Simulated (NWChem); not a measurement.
# Correlation energy of AgCl

```xyz
2

Ag     0.0000     0.0000    -0.6112
Cl     0.0000     0.0000     1.6899
```
Charge 0, spin multiplicity 1.

The numbers come from NWChem runs, not from measurements. All single points use one geometry, from PBE0/def2-SVP with def2 effective core potentials on Ag, a minimum by its harmonic frequencies.

Basis set: def2-TZVP. Each correlation energy counts from its own Hartree-Fock reference.

Effective core potentials replace the inner electrons of Ag; spin-orbit coupling is left out. The correlated methods keep 9 core orbitals frozen. The structure started from a generated list of species. Coupled-cluster values serve here as a point of comparison, not as the truth.

Task: One of these methods gave a correlation energy of -498.1 mHa. Which?
(A) CR-CCSD(T)
(B) SCS-MP2
(C) CCSD(T)
(D) MP2

Result: C, CCSD(T). The others give -495.1 (CR-CCSD(T)), -442.9 (SCS-MP2), -482.4 (MP2).
